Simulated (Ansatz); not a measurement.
Reaction (atomization): `C=[C]([GeH3])[TeH]` → 2 C• + Ge• + 6 H• + Te•

Isolated molecules relaxed with PBE0-D4/def2-TZVP in Ansatz; ΔE leaves out vibrations. CCSD(T)/CBS adds triple-zeta CCSD(T) − MP2 to the extrapolated MP2 energy (def2 sets, frozen cores). This one scheme is used for every species, atoms too. DFT in def2-TZVPP. No spin–orbit coupling; open shells (•) take unrestricted orbitals. Spin–orbit coupling would lower the free atoms: a little for C; clearly for Ge; strongly for Te. Elements past krypton have def2 core potentials. For Ge, Te outer-core shells are correlated without core-valence functions, so the limit isn't a true one: a few kJ/mol of doubt a bond, and 10 to 20 or more in all where bonds break to atoms. Scalar relativity is left out up to krypton.

(1) What is ΔE at CCSD(T)/CBS? (An estimate is asked.)

(2) What do these levels give: PBE-D4, ωB97X-V, ωB97M-V, r2SCAN, SCS-MP2/def2-TZVPP, CCSD/CBS(def2)? (Estimate.)

Largest T1 diagnostic among the species: 0.012.

Answers

(1) Computed: +3228.6 kJ/mol.

(2) The calculation gave: PBE-D4 3254.6, ωB97X-V 3213.3, ωB97M-V 3186.9, r2SCAN 3203.4, SCS-MP2/def2-TZVPP 3157.3, CCSD/CBS(def2) 3171.5 kJ/mol.

The D4 term adds +43.0 kJ/mol with B3LYP and +22.5 kJ/mol with PBE0; it sums over pairs of atoms, weighted by their polarisabilities, and B3LYP, whose exchange is more repulsive, gets the larger term. From PBE to PBE0 (25 % exact exchange), in def2-TZVPP and without D4, ΔE moves by −47.1 kJ/mol: exact exchange takes away binding that semilocal exchange gives to molecules. In def2-TZVPP, CCSD(T) changes the Hartree–Fock value by +867.0 kJ/mol (the triples alone add +57.0 kJ/mol) and MP2 by +880.7 kJ/mol; breaking electron pairs costs correlation energy, which Hartree–Fock lacks.

B3LYP here is the variant with VWN-RPA as its local correlation; programs differ in this.

For atomizations the MP2-based limit and the directly extrapolated one differ by several kJ/mol either way, and by 10 to 25 for some Ge, Se and Sn compounds, so smaller differences from it don't rank the levels.
